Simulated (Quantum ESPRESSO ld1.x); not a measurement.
Problem. Au20+, 59 electrons, occupied as [Kr] 4d10 4f12 5s1. Calculated with ld1.x of Quantum ESPRESSO 7.5: Dirac Kohn-Sham, PBE, spin-unpolarised, spherical densities, point nucleus; open shells fill j = l - 1/2 first. Some entries of the table are withheld. Estimate them.

orbital  occ.  eigenvalue (eV)  r(max) (bohr)  <r> (bohr)
1s1/2       2         -81172.4          0.010     0.01686
2s1/2       2         -14729.2          0.060         (1)
2p1/2       2              (2)          0.045     0.05797
2p3/2       4              (3)          0.052     0.06652
3s1/2       2              (4)          0.169      0.1831
3p1/2       2         -3595.84          0.159         (5)
3p3/2       4         -3189.77          0.173         (6)
3d3/2       4         -2755.42          0.135      0.1646
3d5/2       6         -2668.07          0.140      0.1694
4s1/2       2         -1215.20          0.382      0.4028
4p1/2       2         -1102.81          0.379      0.4044
4p3/2       4         -1002.58          0.408      0.4362
4d3/2       4         -818.457          0.401         (7)
4d5/2       6         -799.305          0.411         (8)
4f5/2       6         -561.900          0.361      0.4529
4f7/2       6         -557.482          0.367      0.4577
5s1/2       1         -532.447          0.785      0.8108

Solution. 
(1) 2s1/2 <r> (bohr): 0.07043
(2) 2p1/2 eigenvalue (eV): -14144.3
(3) 2p3/2 eigenvalue (eV): -12307.5
(4) 3s1/2 eigenvalue (eV): -3858.27
(5) 3p1/2 <r> (bohr): 0.1734
(6) 3p3/2 <r> (bohr): 0.1890
(7) 4d3/2 <r> (bohr): 0.4398
(8) 4d5/2 <r> (bohr): 0.4497
